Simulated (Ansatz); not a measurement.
Consider the redistribution: `S=CCB1C[SiH2]1` + `C[SiH2]N` → `NB1C[SiH2]1` + `C[SiH2]CC=S`.

Gas-phase electronic energies from Ansatz, PBE0-D4/def2-TZVP geometries. CCSD(T)/CBS adds triple-zeta CCSD(T) − MP2 to the extrapolated MP2 energy (def2 sets, frozen cores). DFT in def2-TZVPP. One conformer a species, not always the lowest.

```json
{"level": "PBE", "ΔE (kJ/mol)": "-82.3"}
{"level": "SCS-MP2/def2-TZVPP", "ΔE (kJ/mol)": "-74.5"}
{"level": "SCS-MP2/def2-QZVPP", "ΔE (kJ/mol)": "-72.8"}
{"level": "CCSD/CBS(def2)", "ΔE (kJ/mol)": "-73.9"}
```

**Question.** What does CCSD(T)/CBS give? (Best estimate.)

**Answer.** Ansatz gave: -73.8 kJ/mol. The listed levels differ from it by -8.5, -0.7, 1.0, -0.1 kJ/mol.

Largest T1 diagnostic among the species: 0.016.
